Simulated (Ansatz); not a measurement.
```xyz
8

B     0.0069    0.0010   -0.9084
N     0.0040    0.0045    0.7275
H     0.0094   -1.1785   -1.2389
H    -1.0211    0.5900   -1.2517
H     1.0262    0.5832   -1.2358
H    -0.0033    0.9484    1.0798
H    -0.8286   -0.4726    1.0804
H     0.8307   -0.4719    1.0950
```

Basis set: 6-31G* (spherical functions). Left uncorrelated: 2 orbitals. Charge 0, multiplicity 1.

Computed with Ansatz (development build ahead of 0.2.0); each method stands on the lowest determinant of its kind that the runs found. Restricted open shells among the atoms or ions are ROHF, correlated in semicanonical orbitals with singles.

Question: Give the atomization energy at this shape (free ground-state atoms in the same class of orbitals less the molecule, no zero-point energy) of singlet BNH₆ by RHF-MP2, RHF.

Answer:

| method | atomization energy |
| --- | --- |
| RHF-MP2 | 23.59 eV |
| RHF | 19.54 eV |
